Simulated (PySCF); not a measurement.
# How methods differ on the excitation energy of Au

Au [Xe] 4f14 5d10 6s1 (2S) → Au [Xe] 4f14 5d10 6p1 (2P), as a difference of total energies. All numbers are calculated (PySCF 2.14, scalar relativity through the core potential, in aug-cc-pVDZ-PP with ECP60MDF (5s5p4d2f, 54 functions)). Correlated levels: valence: 5s2 5p6 frozen. The calculations carry no spin-orbit coupling.

| method | excitation energy (eV) | error (eV) |
| --- | --- | --- |
| UHF | 4.222 | -0.725 |
| LDA | 5.290 | +0.343 |
| PBE | 5.079 | +0.132 |
| PBE0 | 4.956 | +0.009 |
| r2SCAN | 5.105 | +0.158 |
| B2PLYP | 5.016 | +0.069 |
| BP86 | 5.122 | +0.175 |
| MN15 | 5.183 | +0.236 |
| wB97X | 5.008 | +0.061 |
| MP2 (valence) | 5.138 | +0.191 |
| SCS-MP2 (valence) | 5.067 | +0.120 |

Reference: 4.947 eV (measured; NIST levels, between the centres of gravity of the two terms).

Errors of the correlated levels include the incompleteness of this basis and the frozen core.
